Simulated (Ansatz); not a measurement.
A nudged elastic band was laid between two geometries of AlH₇HfO₅ (14 atoms, charge 0, multiplicity 1).

Method: Ansatz, RKS PBE/def2-SVP.

```yaml
movable_images: 7
climbing_image: yes
spring: 5.0 eV/Å²
optimiser: quadratic models (default)
start_path: through a guess of the saddle point
force_threshold: 0.03 eV/Å
iteration_limit: 60
end_points: relaxed
```

First end point:

```xyz
14
Properties=species:S:1:pos:R:3
Hf -0.158 0.268 0.555
O -1.111 -0.038 2.255
H -1.873 -0.560 2.548
O 1.969 0.086 0.050
H 2.329 -0.386 -0.717
O -1.094 1.568 -0.550
H -1.773 1.688 -1.229
O -0.491 -1.430 -0.342
H -0.519 -2.369 -0.562
O 1.130 1.580 1.773
Al 2.870 1.257 1.201
H 3.707 0.489 2.337
H 3.527 2.466 0.377
H 0.861 1.786 2.684
```

Last end point:

```xyz
14
Properties=species:S:1:pos:R:3
Hf 0.326 0.028 0.152
O -1.052 0.418 2.121
H -1.606 1.021 1.561
O 1.229 0.051 -1.575
H 1.662 -0.267 -2.376
O -1.257 1.225 -0.256
H -1.494 1.616 -1.113
O 0.018 -1.878 0.498
H -0.507 -2.489 1.035
O 1.636 0.891 1.390
Al 3.178 1.427 1.930
H 4.505 0.772 1.323
H 3.217 2.578 3.043
H -0.480 1.014 2.646
```

(1) Which bonds break or form, and what moves?

(2) What energy profile does the band end with?

(3) What is the geometry of the highest image?

## Answers

(1) Bonds broken: O4–Al11, O10–H14. Bonds formed: O2–H14.

(2) The run converged. The highest image is number 7 of 0 to 8, 1.27 eV above the first end and 0.02 eV above the last; the last end lies 1.24 eV above the first. The profile has 2 maxima (images 4, 7) with wells between them (image 5): this band takes more than one step, which may be the mechanism or a detour left from its start path. A vibrational analysis at the climbing image gives one clearly imaginary mode, 67i cm⁻¹: a first-order saddle point. The orbitals stay closed-shell, which can raise the energy where a bond breaks towards radicals; this wasn't checked here.

| image | path coordinate (Å) | energy (eV) | O4–Al11 (Å) | O10–H14 (Å) | O2–H14 (Å) |
| --- | --- | --- | --- | --- | --- |
| 0 | 0.00 | 0.00 | 1.87 | 0.97 | 2.72 |
| 1 | 1.20 | 0.00 | 1.86 | 0.97 | 3.05 |
| 2 | 2.39 | 0.02 | 1.86 | 0.97 | 2.85 |
| 3 | 3.59 | 0.16 | 1.87 | 0.98 | 2.21 |
| 4 | 4.78 | 0.66 | 1.96 | 1.75 | 1.01 |
| 5 | 5.98 | 0.62 | 1.95 | 1.85 | 1.00 |
| 6 | 7.17 | 1.00 | 2.36 | 2.19 | 0.98 |
| 7 | 8.37 | 1.27 | 3.51 | 2.33 | 0.98 |
| 8 | 10.05 | 1.24 | 4.24 | 2.46 | 0.98 |

(3) 
```xyz
14
Properties=species:S:1:pos:R:3:forces:R:3
Hf 0.294 0.042 0.304 0.00 0.00 -0.01
O -1.206 0.336 2.174 0.01 0.00 0.00
H -1.727 0.997 1.655 0.00 0.00 0.00
O 1.503 0.295 -1.224 0.00 0.00 0.00
H 1.970 -0.047 -1.998 0.00 0.00 0.00
O -1.222 1.276 -0.205 0.00 0.00 0.00
H -1.354 1.756 -1.038 0.00 0.00 0.00
O -0.054 -1.876 0.375 0.01 -0.01 -0.01
H -0.458 -2.698 0.679 0.00 0.00 0.00
O 1.474 0.816 1.717 -0.01 0.00 0.01
Al 3.107 1.379 1.707 0.00 0.00 0.00
H 4.296 0.318 1.567 0.00 0.00 0.00
H 3.369 2.943 1.917 0.00 0.00 0.00
H -0.619 0.869 2.749 0.00 0.00 0.01
```

Time of the run: 13 min on 4 threads of Arm Neoverse V2, with other jobs on the host, peak memory 0.23 GiB.
